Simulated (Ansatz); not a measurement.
Species: H₄Ge, SMILES `[GeH4]` (charge 0, multiplicity 1).

### Question
Give a relaxed geometry from CAM-B3LYP-D3(BJ)/def2-TZVP (Ansatz, a quantum-chemistry and plane-wave program).

### Answer
the end point of this relaxation (outside a Z-matrix the atoms follow the SMILES, hydrogens last).
Bonded distances (Å): Ge1–H2 1.529, Ge1–H3 1.529, Ge1–H4 1.529, Ge1–H5 1.529. Bond angles (°): H2–Ge1–H3 109.5, H2–Ge1–H4 109.5, H2–Ge1–H5 109.5, H3–Ge1–H4 109.5, H3–Ge1–H5 109.5, H4–Ge1–H5 109.5.
